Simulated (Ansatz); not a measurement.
Reaction (homolysis of the S–Si bond): `[SiH3][S][GeH3]` → `[S][GeH3]`• + `[SiH3]`•

Gas-phase electronic energies from Ansatz, PBE0-D4/def2-TZVP geometries. CCSD(T)/CBS is the MP2 limit (def2-TZVPP, def2-QZVPP) plus CCSD(T) − MP2 in def2-TZVPP, frozen cores. This one scheme is used for every species. DFT in def2-TZVPP. No spin–orbit coupling; open shells (•) take unrestricted orbitals. For Ge outer-core shells are correlated without core-valence functions, which leaves a few kJ/mol of doubt a bond. Scalar relativity is left out up to krypton.

`[SiH3][S][GeH3]`:

Z-matrix (Å, degrees):
```
Si
S 1 2.131
H 1 1.483 2 106.5
H 1 1.487 2 111.1 3 119.7
H 1 1.487 2 111.1 3 -119.7
Ge 2 2.227 1 98.2 3 -179.6
H 6 1.533 2 105.6 1 179.6
H 6 1.536 2 109.6 1 60.0
H 6 1.536 2 109.7 1 -60.8
```

`[S][GeH3]`•:

```xyz
5

S     1.599    1.301   -0.018
Ge   -0.103   -0.109    0.015
H    -0.606   -0.317    1.451
H    -1.185    0.578   -0.835
H     0.294   -1.453   -0.613
```

`[SiH3]`•:

Cartesian coordinates in Å:
```
Si 0.203 -0.056 0.264
H 0.703 1.154 -0.440
H -1.172 0.156 0.788
H 0.267 -1.254 -0.612
```

| level | ΔE (kJ/mol) |
| --- | --- |
| PBE0-D4 | 372.8 |
| revPBE | 341.2 |
| r2SCANh | 360.1 |
| BHLYP | 346.7 |

**Question.** What does CCSD(T)/CBS give? (An estimate is asked.)

**Answer.** Ansatz gave: +387.2 kJ/mol. The listed levels differ from it by -14.4, -46.0, -27.1, -40.5 kJ/mol.

**Question.** What do rigid-rotor, harmonic-oscillator terms from PBE0-D4/def2-TZVP frequencies (298.15 K, 1 bar) make of the CCSD(T)/CBS value? (An estimate is asked.)

**Answer.** The calculation gave: ΔZPE = -15.2 kJ/mol, ΔH = +375.1 kJ/mol, ΔS = 147 J/(mol·K), ΔG = +331.4 kJ/mol. Open shells count their whole term as degenerate. Modes under 50 cm⁻¹ make the entropy rough.

Largest T1 diagnostic among the species: 0.015.

From BLYP to BHLYP (50 % exact exchange), in def2-TZVPP and without D4, ΔE moves by +11.9 kJ/mol. Leaving LDA and LC-ωPBE aside and taking each functional with its dispersion term where it has one, the values, not all of them listed here, spread over 31.7 kJ/mol, from BLYP-D4 to ωB97M-V. LDA lies +57.1 kJ/mol from PBE without D4, its usual overbinding. The D4 term adds +16.0 kJ/mol with B3LYP and +8.6 kJ/mol with PBE0; it sums over pairs of atoms, weighted by their polarisabilities, and B3LYP, whose exchange is more repulsive, gets the larger term.

B3LYP here is the variant with VWN-RPA as its local correlation; programs differ in this.
